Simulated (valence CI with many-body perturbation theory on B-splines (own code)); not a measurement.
# E1 transitions of Yb LXV

Calculated by relativistic CI+MBPT: four valence electrons over a frozen Dirac-Fock core [He], radial functions for each j: 11 s, 11 p, 9 d, 7 f, 5 g, 2 h, 1 i, with the one-electron correlation potential Σ1, the two-electron term Σ2, the three-electron term Σ3, Breit, model QED; selected CI, second order for the rest (own B-spline code, finite nucleus).

No measured spectrum was set against this ion. As an estimate, large intervals hold to a few tenths of a per cent, small ones and those within an open d or f shell to about a per cent. Among the levels kept, up to 300 cm⁻¹ of a level comes from second order outside the variational space, and about a tenth of that is noise between levels of different J, which matters for small intervals.

Lines 201 to 250 of 251 in falling wavelength, among levels below 11107 eV, chosen from the strongest by gf and those to the six lowest levels. Wavelengths and rates use the calculated energies. Electric multipoles are in the length gauge, E1 and E2 with the static RPA response of the core. Weak lines are less certain than strong ones. Lines between different terms over intervals too small for the method are left out, as are lines whose strength nearly cancels. The highest levels of a list are the least certain.

Levels are named by their leading jj configuration (3d3/2^4 stands for four electrons in 3d with j = 3/2), which in mixed levels can hold well under half, so a name can repeat and another be missing. Letters in brackets count levels of one name in rising energy.

```
λ vac (nm)                           Upper                   Lower   A (s⁻¹)  S (a.u.) with core polarisation  S without
    0.1293  (2s 2p1/2 2p3/2 3d3/2) J=1 [c]  (2s 2p1/2^2 2p3/2) J=1  2.30e+14                         7.35e-04   7.36e-04
    0.1292  (2s 2p1/2 2p3/2 3p1/2) J=1 [c]  (2s^2 2p1/2 2p3/2) J=1  3.79e+13                         1.21e-04   1.21e-04
    0.1292  (2s 2p1/2 2p3/2 3d5/2) J=2 [a]  (2s 2p1/2^2 2p3/2) J=1  9.71e+12                         5.17e-05   5.18e-05
    0.1290  (2s 2p1/2 2p3/2 3d3/2) J=1 [d]  (2s 2p1/2^2 2p3/2) J=1  4.75e+14                         1.51e-03   1.51e-03
    0.1289  (2s 2p1/2 2p3/2 3d3/2) J=3 [b]  (2s 2p1/2^2 2p3/2) J=2  1.17e+15                         8.65e-03   8.66e-03
    0.1289  (2s 2p1/2 2p3/2 3d3/2) J=2 [d]  (2s 2p1/2^2 2p3/2) J=1  1.39e+15                         7.36e-03   7.37e-03
    0.1288  (2s 2p1/2 2p3/2 3d5/2) J=1 [a]  (2s 2p1/2^2 2p3/2) J=1  6.99e+14                         2.21e-03   2.21e-03
    0.1288  (2s 2p1/2 2p3/2 3d3/2) J=0 [b]  (2s 2p1/2^2 2p3/2) J=1  1.51e+15                         1.60e-03   1.60e-03
    0.1288  (2s 2p1/2 2p3/2 3d3/2) J=2 [b]  (2s 2p1/2^2 2p3/2) J=2  1.14e+15                         6.00e-03   6.01e-03
    0.1287  (2s 2p1/2 2p3/2 3d3/2) J=1 [b]  (2s 2p1/2^2 2p3/2) J=2  1.20e+15                         3.78e-03   3.79e-03
    0.1286  (2s 2p1/2 2p3/2 3d5/2) J=2 [b]  (2s 2p1/2^2 2p3/2) J=1  2.71e+13                         1.42e-04   1.43e-04
    0.1285          (2s^2 2p1/2 3d3/2) J=1      (2s^2 2p1/2^2) J=0  1.46e+15                         4.60e-03   4.61e-03
    0.1285  (2s 2p1/2 2p3/2 3d5/2) J=1 [b]  (2s 2p1/2^2 2p3/2) J=1  9.50e+13                         2.98e-04   2.99e-04
    0.1284          (2s^2 2p3/2 3d3/2) J=2  (2s^2 2p1/2 2p3/2) J=2  5.49e+14                         2.87e-03   2.87e-03
    0.1284      (2s 2p1/2 2p3/2 3d5/2) J=0  (2s 2p1/2^2 2p3/2) J=1  2.95e+13                         3.08e-05   3.09e-05
    0.1283          (2s^2 2p3/2 3d3/2) J=3  (2s^2 2p1/2 2p3/2) J=2  1.11e+15                         8.13e-03   8.14e-03
    0.1283          (2s^2 2p3/2 3d3/2) J=1  (2s^2 2p1/2 2p3/2) J=2  1.93e+14                         6.03e-04   6.03e-04
    0.1282          (2s^2 2p3/2 3d3/2) J=2  (2s^2 2p1/2 2p3/2) J=1  5.58e+14                         2.90e-03   2.90e-03
    0.1282  (2s 2p1/2 2p3/2 3d3/2) J=1 [c]  (2s 2p1/2^2 2p3/2) J=2  3.17e+12                         9.87e-06   9.87e-06
    0.1281  (2s 2p1/2 2p3/2 3d3/2) J=3 [c]  (2s 2p1/2^2 2p3/2) J=2  2.02e+12                         1.47e-05   1.47e-05
    0.1281  (2s 2p1/2 2p3/2 3d5/2) J=2 [a]  (2s 2p1/2^2 2p3/2) J=2  4.50e+12                         2.33e-05   2.33e-05
    0.1281  (2s 2p1/2 2p3/2 3d5/2) J=3 [a]  (2s 2p1/2^2 2p3/2) J=2  4.23e+13                         3.07e-04   3.07e-04
    0.1280          (2s^2 2p3/2 3d3/2) J=1  (2s^2 2p1/2 2p3/2) J=1  9.14e+14                         2.84e-03   2.84e-03
    0.1280          (2s^2 2p3/2 3d3/2) J=0  (2s^2 2p1/2 2p3/2) J=1  1.12e+15                         1.15e-03   1.15e-03
    0.1277  (2s 2p1/2 2p3/2 3d5/2) J=3 [b]  (2s 2p1/2^2 2p3/2) J=2  2.66e+12                         1.91e-05   1.91e-05
    0.1277          (2p1/2^2 2p3/2 3s) J=2  (2s^2 2p1/2 2p3/2) J=2  1.20e+13                         6.17e-05   6.16e-05
    0.1276          (2p1/2^2 2p3/2 3s) J=1  (2s^2 2p1/2 2p3/2) J=2  2.69e+13                         8.28e-05   8.27e-05
    0.1274          (2p1/2^2 2p3/2 3s) J=2  (2s^2 2p1/2 2p3/2) J=1  2.05e+13                         1.05e-04   1.05e-04
    0.1273          (2p1/2^2 2p3/2 3s) J=1  (2s^2 2p1/2 2p3/2) J=1  1.84e+13                         5.61e-05   5.61e-05
    0.1272  (2s 2p1/2 2p3/2 3p3/2) J=3 [a]  (2s^2 2p1/2 2p3/2) J=2  3.57e+13                         2.54e-04   2.54e-04
    0.1271          (2s^2 2p3/2 3d5/2) J=3  (2s^2 2p1/2 2p3/2) J=2  8.15e+12                         5.78e-05   5.78e-05
    0.1270  (2s 2p1/2 2p3/2 3p3/2) J=1 [a]  (2s^2 2p1/2 2p3/2) J=2  3.28e+12                         9.96e-06   9.95e-06
    0.1268  (2s 2p1/2 2p3/2 3p3/2) J=2 [a]  (2s^2 2p1/2 2p3/2) J=2  5.29e+13                         2.66e-04   2.66e-04
    0.1268  (2s 2p1/2 2p3/2 3p3/2) J=1 [a]  (2s^2 2p1/2 2p3/2) J=1  2.58e+14                         7.79e-04   7.79e-04
    0.1267          (2s^2 2p3/2 3d5/2) J=1  (2s^2 2p1/2 2p3/2) J=1  5.69e+12                         1.71e-05   1.71e-05
    0.1266  (2s 2p1/2 2p3/2 3p3/2) J=2 [a]  (2s^2 2p1/2 2p3/2) J=1  2.04e+14                         1.02e-03   1.02e-03
    0.1265  (2s 2p1/2 2p3/2 3p3/2) J=2 [b]  (2s^2 2p1/2 2p3/2) J=2  1.99e+14                         9.96e-04   9.95e-04
    0.1265  (2s 2p1/2 2p3/2 3p3/2) J=0 [a]  (2s^2 2p1/2 2p3/2) J=1  4.42e+14                         4.41e-04   4.41e-04
    0.1263  (2s 2p1/2 2p3/2 3p3/2) J=3 [b]  (2s^2 2p1/2 2p3/2) J=2  2.49e+14                         1.73e-03   1.73e-03
    0.1263  (2s 2p1/2 2p3/2 3p3/2) J=1 [b]  (2s^2 2p1/2 2p3/2) J=2  4.05e+14                         1.21e-03   1.21e-03
    0.1263          (2s 2p1/2^2 3p3/2) J=1      (2s^2 2p1/2^2) J=0  4.33e+14                         1.29e-03   1.29e-03
    0.1262  (2s 2p1/2 2p3/2 3p3/2) J=2 [b]  (2s^2 2p1/2 2p3/2) J=1  1.86e+13                         9.25e-05   9.24e-05
    0.1260  (2s 2p1/2 2p3/2 3p3/2) J=1 [b]  (2s^2 2p1/2 2p3/2) J=1  1.05e+13                         3.11e-05   3.11e-05
    0.1257  (2s 2p1/2 2p3/2 3p3/2) J=2 [c]  (2s^2 2p1/2 2p3/2) J=2  2.18e+13                         1.07e-04   1.07e-04
    0.1257  (2s 2p1/2 2p3/2 3p3/2) J=3 [c]  (2s^2 2p1/2 2p3/2) J=2  1.69e+14                         1.16e-03   1.16e-03
    0.1255  (2s 2p1/2 2p3/2 3p3/2) J=2 [d]  (2s^2 2p1/2 2p3/2) J=2  1.75e+14                         8.53e-04   8.52e-04
    0.1255  (2s 2p1/2 2p3/2 3p3/2) J=2 [c]  (2s^2 2p1/2 2p3/2) J=1  2.16e+14                         1.05e-03   1.05e-03
    0.1255  (2s 2p1/2 2p3/2 3p3/2) J=1 [c]  (2s^2 2p1/2 2p3/2) J=2  4.73e+13                         1.38e-04   1.38e-04
    0.1253  (2s 2p1/2 2p3/2 3p3/2) J=2 [d]  (2s^2 2p1/2 2p3/2) J=1  4.09e+12                         1.98e-05   1.98e-05
    0.1252  (2s 2p1/2 2p3/2 3p3/2) J=1 [c]  (2s^2 2p1/2 2p3/2) J=1  1.45e+14                         4.21e-04   4.20e-04
```
